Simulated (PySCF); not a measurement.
C2H7Ge (doublet state).
SMILES with atom numbers: `[CH3:1][CH2:2][GeH2:3]` (hydrogens: H4, H5, H6 on C1; H7, H8 on C2; H9, H10 on Ge3)

Level of theory: PySCF, PBE0-D3(BJ)/def2-SVP geometry optimisation, gas phase.

Question: List the bond lengths and angles at this level.

Answer: 
```
               bond  length (Å)
              C1–C2       1.525
             C2–Ge3       1.971
C1–H4, C1–H5, C1–H6       1.102
       C2–H7, C2–H8       1.102
    Ge3–H9, Ge3–H10       1.550
```

Bonds in one row agree within 0.01 Å and their mean is given. A selection of angles:
```
     angle  degrees
  C2–C1–H4    111.8
  H4–C1–H5    107.3
 C1–C2–Ge3    113.0
  C1–C2–H7    111.0
 Ge3–C2–H7    107.4
  H7–C2–H8    106.5
 C2–Ge3–H9    110.7
H9–Ge3–H10    109.1
```

Ge3 (germanium bonded to C and 2 H) is pyramidal (angles 110.8°, 110.7° and 109.1°, sum 330.6°, 0.54 Å off the plane of its three neighbours).

Not checked by PBE0-D3(BJ)/def2-SVP frequencies. ⟨S²⟩ = 0.752 (exact for a doublet: 0.75). Torsions: C1–C2–Ge3–H -58° and 63°.

One conformer stands for the species.
